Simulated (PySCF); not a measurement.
ClGaH2S2, SMILES [SH][Ga]([SH])[Cl]. The structure is a stationary point at PBE0-D3(BJ)/def2-SVP. The values are those of a single conformer.

These are PBE0-D3(BJ)/def2-SVP run with PySCF 2.14.0 values and carry that method's errors.

Harmonic wavenumbers (cm⁻¹): 112, 115, 131, 194, 262, 357, 448, 452, 692, 727, 2714, 2717. Rotational constants (GHz): 2.153, 2.028, 1.044; symmetry number 2.

Problem. Work out the zero-point energy and the ideal-gas rigid-rotor harmonic-oscillator thermochemistry at 298.15 K and 1 atm.

Solution. ZPE = ½ Σ hcν = ½ × 8921 cm⁻¹ = 12.75 kcal/mol. H − E(el) = 17.78 kcal/mol. Entropy in cal/(mol K): translation 41.32, rotation 27.27, vibration 16.51, total 85.10. G − E(el) = -7.59 kcal/mol. Cp = 23.25 cal/(mol K). Modes under 150 cm⁻¹ make the vibrational entropy uncertain.
